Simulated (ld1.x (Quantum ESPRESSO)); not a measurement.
Bi (Z = 83): one change to a PAW potential, before and after

```json
{
 "Element": "bismuth",
 "Generator": "ld1.x (Quantum ESPRESSO) 7.5",
 "Type": "PAW",
 "Functional": "LDA (PZ)",
 "Relativity": "scalar-relativistic",
 "Frozen core": "[Kr] 4d10 4f14",
 "Valence charge": "23",
 "Reference configuration": "5s2 5p6 5d10 6s2 6p3",
 "Partial waves": "5s (bound): rcut 1.05, rcutus 1.45 bohr; 6s (bound): rcut 1.05, rcutus 1.45 bohr; 5p (bound): rcut 1.25, rcutus 1.40 bohr; 6p (bound): rcut 1.25, rcutus 1.40 bohr; 5d (bound): rcut 1.40, rcutus 1.85 bohr; 5d channel at 1.5 Ry: rcut 1.40, rcutus 1.85 bohr",
 "Local potential": "all-electron potential smoothed inside 1.75 bohr (lloc = -2)",
 "Core correction": "Bessel-smoothed model core, default radius (core density twice the valence density)",
 "Augmentation charge": "BESSEL, radius 1.10 bohr"
}
```

Change: local potential all-electron potential smoothed inside 1.60 bohr (lloc = -2).

Cutoffs: the cutoffs (Ry, on a coarse ladder) from which the occupation-weighted sum of valence levels, in a spherical-Bessel basis at the reference potential, stays within 10 and 1 mRy of its value at 400 Ry; they do not see the model core or the augmentation charge, which bear on the density cutoff. Errors are all-electron minus pseudo energies relative to the spin-unpolarised reference configuration.

Task: Predict the effect on cutoff, ghosts and configuration errors.

Result: The potential gets neither clearly harder nor softer (70 Ry and 110 Ry → 70 Ry and 110 Ry); of the 9 tests that both files solve, the error grows in 0 and shrinks in 1 by more than 15 % and 0.3 meV (median size 7.6 → 5.6 meV); neither file shows a bound ghost.

| quantity | base | changed |
| --- | --- | --- |
| cutoff, loose | 70 Ry | 70 Ry |
| cutoff, tight | 110 Ry | 110 Ry |
| bound ghosts | none | none |
| error for 5s2 5p6 5d10 6s2 6p2, meV [ΔE 8.15 eV] | -3.4 | -3.4 |
| error for 5s2 5p6 5d10 6s2 6p1, meV [ΔE 23.72 eV] | -9.8 | -9.7 |
| error for 5s2 5p6 5d10 6s2 6p0, meV [ΔE 47.43 eV] | -20 | -20 |
| error for 5s2 5p6 5d9 6s2 6p4, meV [ΔE 24.12 eV] | +7.6 | +5.6 |
| error for 5s2 5p5 5d10 6s2 6p3, meV [ΔE 103.34 eV] | -129 | -131 |
| error for 5s2 5p6 5d10 6s1 6p4, meV [ΔE 10.18 eV] | +8.7 | +8.1 |
| error for 5s2 5p6 5d10 6s2 6p3.3, meV [ΔE -1.15 eV] | +0.4 | +0.4 |
| error for 5s2 5p6 5d10 6s2 6p3 (spin-polarised), meV [ΔE -1.02 eV] | +0.4 | +0.3 |
| error for 5s2 5p6 5d10 6s2 6p2 (spin-polarised), meV [ΔE 7.60 eV] | -3.0 | -2.9 |
| s: phases at 1.99 bohr within 0.05 rad from the reference energy up to (Ry; the scan ends near 5) | to the end of the scan | to the end of the scan |
| p: phases at 1.99 bohr within 0.05 rad from the reference energy up to (Ry; the scan ends near 5) | to the end of the scan | to the end of the scan |
| d: phases at 1.99 bohr within 0.05 rad from the reference energy up to (Ry; the scan ends near 5) | to the end of the scan | to the end of the scan |
| lowest overlap eigenvalue by channel | s 0.10, p 0.12, d 0.12 | s 0.07, p 0.11, d 0.13 |
